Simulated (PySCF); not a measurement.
B3LYP has the VWN-RPA correlation part, as in Gaussian. 

```xyz
9

C      0.4410    -0.9185     0.0325
C      1.0512     0.2632    -0.1339
N     -0.1291     1.0498    -0.2763
C     -0.8990    -0.2136     0.0123
H      0.7483    -1.9504     0.0295
H      2.0680     0.6215    -0.2239
H     -0.2583     1.8072     0.3881
H     -1.4336    -0.1809     0.9634
H     -1.5883    -0.4735    -0.7929
```

Charge 0, multiplicity 1.

Question: Give the Mulliken and meta-Löwdin atomic charges from PySCF with B3LYP-D3(BJ)/def2-TZVP.

Answer: 
```tsv
atom	Mulliken (e)	meta-Löwdin (e)
C1	-0.24	-0.21
C2	-0.01	-0.03
N3	-0.33	-0.35
C4	-0.06	-0.09
H5	0.12	0.12
H6	0.11	0.12
H7	0.19	0.22
H8	0.10	0.11
H9	0.10	0.12
```
